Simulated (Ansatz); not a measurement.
Cartesian coordinates in Å:
```
N -1.696 -0.386 0.147
Si -0.083 -0.962 0.157
Si 1.300 0.921 -0.016
F 1.355 1.755 1.345
Br 0.389 2.233 -1.570
H -2.460 -0.972 0.439
H -1.986 0.294 -0.537
H 0.157 -1.692 1.430
H 0.321 -1.870 -0.961
H 2.702 0.679 -0.433
```

Charge 0, multiplicity 1.

Task: List the PBE0/def2-TZVPP orbital energies in eV (the Gaussian-basis code of Ansatz). (An estimate is asked.)

Result: Ansatz gave: Occupied: -13150.22, -1804.36, -1802.96, -1705.12, -1535.66, -1535.61, -1535.61, -674.01, -391.15, -238.95, -179.29, -179.13, -179.12, -146.51, -145.26, -101.22, -101.18, -101.10, -99.93, -99.92, -99.90, -72.80, -72.75, -72.74, -72.61, -72.61, -33.38, -24.08, -21.85, -16.09, -14.94, -14.17, -12.99, -12.82, -12.49, -11.54, -10.22, -10.14, -9.37, -8.82, -8.27, -7.54. Lowest empty: -0.75, -0.39, 0.70, 1.10, 1.70, 1.94, 2.20, 2.47.
